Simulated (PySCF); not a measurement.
## GaI: mean field, correlation and small terms against distance

State: ¹Σ⁺, singlet, closed shell. RHF-based CCSD(T) in PySCF 2.14 with Ga cc-pwCVDZ-PP with ECP10, I aug-cc-pVDZ-PP with ECP28 and Ga cc-pwCVTZ-PP with ECP10, I aug-cc-pVTZ-PP with ECP28 (frozen core orbitals: 13; scalar-relativistic core potentials). Correlation energies are extrapolated as n⁻³ (n = 2, 3), Hartree–Fock as (n+1)·exp(−9√n). All energies in eV from Ga + I.

```json
{"R (Å)": "2.2972", "HF/CBS": "-2.076", "CCSD corr.": "-1.027", "(T)": "-0.1473", "total": "-3.251"}
{"R (Å)": "2.4016", "HF/CBS": "-2.425", "CCSD corr.": "-0.980", "(T)": "-0.1458", "total": "-3.551"}
{"R (Å)": "2.5060", "HF/CBS": "-2.604", "CCSD corr.": "-0.939", "(T)": "-0.1446", "total": "-3.688"}
{"R (Å)": "2.6104", "HF/CBS": "-2.666", "CCSD corr.": "-0.902", "(T)": "-0.1436", "total": "-3.712"}
{"R (Å)": "2.7148", "HF/CBS": "-2.647", "CCSD corr.": "-0.868", "(T)": "-0.1426", "total": "-3.658"}
{"R (Å)": "2.8453", "HF/CBS": "-2.547", "CCSD corr.": "-0.831", "(T)": "-0.1413", "total": "-3.519"}
{"R (Å)": "2.9759", "HF/CBS": "-2.393", "CCSD corr.": "-0.800", "(T)": "-0.1400", "total": "-3.333"}
```

A fit to the total gives Re = 2.5844 Å, De = 3.714 eV, ωe = 217.1 cm⁻¹, Be = 0.05651 cm⁻¹ (masses 68.9256 and 126.9045 u).

**Question.** At R = 2.6104 Å the CCSD correlation energy is -0.391876 hartree in the smaller basis and -0.638663 in the larger. Extrapolate it.

**Answer.** (3³·E3 − 2³·E2)/(3³ − 2³) = -0.74257 hartree; the larger basis holds 86.0 % of it.

The T1 diagnostic is 0.017. The open-shell atoms are computed with UHF. Spin–orbit coupling, excitations beyond (T) and corrections to the Born–Oppenheimer picture are left out, and spin–orbit coupling matters for open p, d or f shells this heavy.
